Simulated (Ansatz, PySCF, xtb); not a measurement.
Pulling on the Zn1–F2 bond in F2Zn (SMILES [F][Zn][F]) (multiplicity 1 held, fragments rigid). Energies count from the point at 1.741 Å.
Geometry at that point (charge 0, multiplicity 1):
```xyz
3

Zn     0.0000     0.0000     0.0000
F      0.0000     0.0000     1.7406
F      0.0000     0.0000    -1.7406
```

Restricted levels (R-, RO-) in cc, def2 and unpolarised 6-31G sets keep to the state of the molecule at rest. Unrestricted levels (U-) break spin symmetry where that is lower. Left out are points that failed, MP2 points that dive below the minimum, coupled-cluster points behind a jump of the amplitudes or a sharp parting from full CI or MRCI, small-basis points behind a change of solution, and semi-empirical points at long bonds. Levels need not reach the same state.

Rows in LANL2DZ carry no dispersion term and start afresh at each structure. LANL2DZ brings its own core potentials from Na on.

Programs: Ansatz (a first-principles code) with Gaussian orbitals; PySCF for LANL2DZ rows; xtb for the GFN methods.  The GFN methods have no spin term and hold the electronic entropy of 300 K.

Energies in kJ/mol.

```csv
R (Å),GFN2-xTB,R-r2SCAN/def2-TZVPP,R-B3LYP/LANL2DZ,U-B3LYP/def2-TZVPP
1.392,97,280,368,297
1.566,8,43,74,50
1.741,0,0,0,0
1.915,16,32,14,27
2.089,40,91,60,83
2.350,84,189,144,177
2.611,129,277,225,264
3.046,196,389,333,365
3.481,242,463,409,415
4.003,274,516,469,445
4.699,left out,553,left out,463
5.570,left out,573,left out,472
```

Doubts at one or more of the structures used: a restricted determinant that unrestricted orbitals would lower (R-r2SCAN/def2-TZVPP, R-B3LYP/LANL2DZ); a spin-contaminated determinant (U-B3LYP/def2-TZVPP).
